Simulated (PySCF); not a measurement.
# $^{17}$O chemical shifts

PySCF 2.14.0 with density-fitted response routines calculation with shieldings: GIAO PBE0/pcSseg-1 and structure optimised with GFN2-xTB; no solvent model, relativity neglected, one computed conformer, equivalent nuclei averaged.

Shieldings were converted by a linear fit to measured shifts: $^{17}$O: δ = 266.70 − 0.911σ (rms 10.7 ppm, 155 shifts, 12.2 ppm with the 3 outliers that the fit left out vs liquid water, solution or neat liquid). A few per cent of atoms miss by over 2 rms, more outside the fitted compound classes.

Q: Give the $^{17}$O shifts of `C[P@@](=O)(O)C1CC1`, `C=C[P@](C)(=O)CO`.

A: 
```
                                            compound                environment  δ (ppm)
[CH3:1][P@@:2](=[O:3])([OH:4])[CH:5]1[CH2:6][CH2:7]1             O3: P=O oxygen    102.1
[CH3:1][P@@:2](=[O:3])([OH:4])[CH:5]1[CH2:6][CH2:7]1  O4: oxygen bonded to P, H     51.6
  [CH2:1]=[CH:2][P@:3]([CH3:4])(=[O:5])[CH2:6][OH:7]             O5: P=O oxygen     19.1
  [CH2:1]=[CH:2][P@:3]([CH3:4])(=[O:5])[CH2:6][OH:7]         O7: alcohol oxygen    -43.0
```

Q: Order these by $^{17}$O shift, lowest first.
A. FC(F)(F)c1ccoc1[SiH3]
B. O=[P@H]1C=C(C(F)(F)F)C([SiH3])=C1F
C. CO/C=C\Cl

A: B (10.3 ppm, P=O oxygen), C (62.4 ppm, ether oxygen), A (262.0 ppm, aromatic ring oxygen).
